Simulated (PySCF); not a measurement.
C2H7ClSi. Atoms are numbered in the order given.

```xyz
11

Si    -0.3823    -0.4169     0.0000
C     -1.1698     0.2652     1.5500
C     -1.1698     0.2652    -1.5500
Cl     1.6375     0.1241     0.0000
H     -0.4258    -1.9086     0.0000
H     -2.2339    -0.0198     1.6015
H     -0.6694    -0.1189     2.4524
H     -1.1079     1.3650     1.5683
H     -0.6694    -0.1189    -2.4524
H     -2.2339    -0.0198    -1.6015
H     -1.1079     1.3650    -1.5683
```
Charge 0, spin multiplicity 1.

Geometry optimised at r2SCAN-D4/def2-SVP.

All values below come from CAM-B3LYP/def2-TZVP (PySCF).

Atomic charges (e):

```tsv
atom	Löwdin	IAO
Si1	-0.02	1.04
C2	?	-0.74
C3	?	-0.74
Cl4	?	-0.36
H5	-0.03	-0.15
H6	?	0.15
H7	?	0.16
H8	?	0.16
H9	?	0.16
H10	?	0.15
H11	?	0.16
```

Problem. Fill in the missing entries. (The exact figures need the calculation; the answer reports its results.)

Solution. 
- C2, Löwdin: -0.46
- C3, Löwdin: -0.46
- Cl4, Löwdin: 0.18
- H6, Löwdin: 0.13
- H7, Löwdin: 0.13
- H8, Löwdin: 0.13
- H9, Löwdin: 0.13
- H10, Löwdin: 0.13
- H11, Löwdin: 0.13

Problem. Give the Mayer and Wiberg (Löwdin basis) orders of the bonds. (The exact figures need the calculation; the answer reports its results.)

Solution. 
```tsv
bond	Mayer	Wiberg
Si1–C2	0.99	1.23
Si1–C3	0.99	1.23
Si1–Cl4	1.12	1.72
Si1–H5	0.96	0.91
C2–H6	0.94	0.90
C2–H7	0.95	0.90
C2–H8	0.95	0.90
C3–H9	0.95	0.90
C3–H10	0.94	0.90
C3–H11	0.95	0.90
```
